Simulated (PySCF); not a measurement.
**Ionisation energy of Zr²⁺ by level of theory**

Zr²⁺ [Kr] 4d2 (3F) → Zr³⁺ [Kr] 4d1 (2D), as a difference of total energies. All numbers are calculated (PySCF 2.14, the spin-free X2C one-electron Hamiltonian (Gaussian nucleus), in x2c-TZVPPall (8s6p6d2f1g, 79 functions)). Correlated levels: valence: [Kr] frozen. The calculations carry no spin-orbit coupling.

```csv
method,ionisation energy (eV),difference from reference (eV)
UHF,22.391,-0.779
MP2 (valence),22.487,-0.683
SCS-MP2 (valence),22.423,-0.747
CCSD (valence),22.518,-0.652
```

Reference: 23.170 eV (semi-empirical (NIST evaluation); NIST Atomic Spectra Database, ionization energies).

The reference lies between the lowest fine-structure levels, while these numbers refer to the centres of the terms.

Errors of the correlated levels include the incompleteness of this basis and the frozen core.

With two correlated electrons CCSD is exact in that space.
